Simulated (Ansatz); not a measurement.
Br$_{2}$F$_{4}$Ga$_{2}$, SMILES `[F][Ga-]1([F])[Br+][Ga-]([F])([F])[Br+]1`. Charge 0, multiplicity 1. All single points use the PBE0-D4/def2-TZVP geometry.

```xyz
8

F    -1.322    1.742   -1.935
Ga    0.120    1.077   -1.238
F     1.690    1.529   -1.823
Br   -0.053   -1.356   -1.186
Ga   -0.121   -1.077    1.238
F     1.324   -1.739    1.933
F    -1.688   -1.532    1.825
Br    0.049    1.356    1.185
```

(1) What is the dipole moment at ωB97M-V/def2-TZVPP? (Estimate.)

(2) Give the Mulliken charges with ωB97M-V, B3LYP, r2SCAN in def2-TZVPP. (An estimate is asked.)

## Answers

(1) Computed: 0.01 D, zero by symmetry or nearly so.

(2) Computed: 
```csv
atom,ωB97M-V,B3LYP,r2SCAN
F1,-0.34,-0.34,-0.34
Ga2,0.81,0.82,0.82
F3,-0.34,-0.34,-0.34
Br4,-0.13,-0.13,-0.14
Ga5,0.81,0.82,0.82
F6,-0.34,-0.34,-0.34
F7,-0.34,-0.34,-0.34
Br8,-0.13,-0.13,-0.14
```

B3LYP here is the variant with VWN-RPA as its local correlation; programs differ in this.
